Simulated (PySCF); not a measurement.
**How methods differ on the excitation energy of Zr**

Zr [Kr] 4d2 5s2 (3F) → Zr [Kr] 4d1 5s2 5p1 (high-spin determinant), as a difference of total energies. Computed with PySCF 2.14 in def2-TZVPPD with the def2 core potential (28 electrons), with scalar relativity through the core potential. Correlated levels: valence: 4s2 4p6 frozen; valence and next inner shell: nothing frozen outside the core potential. The calculations carry no spin-orbit coupling.

```json
{"method": "UHF", "excitation energy (cm⁻¹)": "23537"}
{"method": "PBE0", "excitation energy (cm⁻¹)": "25884"}
{"method": "LC-wPBE", "excitation energy (cm⁻¹)": "23526"}
{"method": "wB97M-V", "excitation energy (cm⁻¹)": "25197"}
{"method": "M06-2X", "excitation energy (cm⁻¹)": "25973"}
{"method": "MP2 (valence)", "excitation energy (cm⁻¹)": "24081"}
{"method": "SCS-MP2 (valence)", "excitation energy (cm⁻¹)": "23434"}
{"method": "MP2 (valence and next inner shell)", "excitation energy (cm⁻¹)": "24372"}
{"method": "SCS-MP2 (valence and next inner shell)", "excitation energy (cm⁻¹)": "23923"}
```

The determinant of the upper state mixes LS terms, which raises its energy above the lowest term, most at the Hartree-Fock and MP2 levels.
